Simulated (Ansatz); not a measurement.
Consider the substitution at a C–S bond: `COCS[SiH3]` + `N=C=N` → `COCN=C=N` + `[SiH3]S`.

Computed with Ansatz on PBE0-D4/def2-TZVP structures; ΔE is electronic, products minus reactants. CCSD(T)/CBS adds triple-zeta CCSD(T) − MP2 to the extrapolated MP2 energy (def2 sets, frozen cores). This one scheme is used for every species. DFT in def2-TZVPP. B3LYP here is the variant with VWN-RPA as its local correlation; programs differ in this. Each species was taken in one conformer, which may not be the lowest.

`COCS[SiH3]`:

```xyz
13

C     1.633   -0.877   -0.553
O     0.599   -0.066   -1.061
C    -0.669   -0.594   -0.893
S    -1.261   -0.661    0.847
Si   -1.015    1.404    1.319
H     1.626   -1.865   -1.030
H     1.539   -1.006    0.530
H     2.571   -0.374   -0.781
H    -1.352    0.032   -1.466
H    -0.734   -1.631   -1.247
H     0.407    1.779    1.524
H    -1.584    2.238    0.228
H    -1.760    1.622    2.583
```

`N=C=N`:

Z-matrix (Å, degrees):
```
N
C 1 1.217
H 1 1.010 2 119.5
N 2 1.217 1 171.2 3 -135.2
H 4 1.010 2 119.5 1 -135.2
```

`COCN=C=N`:

```xyz
12

C     1.497    0.174   -0.459
O     0.722    0.919    0.449
C    -0.560    1.200   -0.007
N    -1.483    0.092    0.012
C    -1.369   -0.979    0.562
N    -1.401   -2.031    1.181
H     2.495    0.087   -0.032
H     1.565    0.681   -1.430
H     1.093   -0.833   -0.617
H    -0.960    1.979    0.647
H    -0.534    1.583   -1.035
H    -1.067   -2.872    0.730
```

`[SiH3]S`:

Cartesian coordinates in Å:
```
Si -0.020 0.411 0.331
S -0.672 -1.405 -0.589
H 1.293 0.243 1.003
H -1.066 0.726 1.333
H 0.086 1.516 -0.656
H 0.379 -1.491 -1.422
```

(1) Is it downhill or uphill in electronic energy at CCSD(T)/CBS, and by how much? (Best estimate.)

(2) What do these levels give: PBE0-D4, B3LYP-D4, B2PLYP, PBE, HF/def2-TZVPP, SCS-MP2/def2-TZVPP, CCSD/def2-TZVPP, CCSD(T)/def2-TZVPP, HF/def2-QZVPP, MP2/def2-QZVPP, HF/CBS(def2), CCSD/CBS(def2)? (Estimate.)

Largest T1 diagnostic among the species: 0.017.

Answers

(1) Computed: Uphill: ΔE = +2.6 kcal/mol.

(2) Ansatz gave: PBE0-D4 2.7, B3LYP-D4 2.6, B2PLYP 1.6, PBE 2.7, HF/def2-TZVPP -1.2, SCS-MP2/def2-TZVPP 1.5, CCSD/def2-TZVPP 1.1, CCSD(T)/def2-TZVPP 1.7, HF/def2-QZVPP -1.3, MP2/def2-QZVPP 2.8, HF/CBS(def2) -1.3, CCSD/CBS(def2) 1.9 kcal/mol.

In def2-TZVPP, CCSD(T) changes the Hartree–Fock value by +2.9 kcal/mol (the triples alone add +0.6 kcal/mol) and MP2 by +3.5 kcal/mol. The D4 term adds +1.5 kcal/mol with B3LYP and +0.8 kcal/mol with PBE0; it sums over pairs of atoms, weighted by their polarisabilities, and B3LYP, whose exchange is more repulsive, gets the larger term.
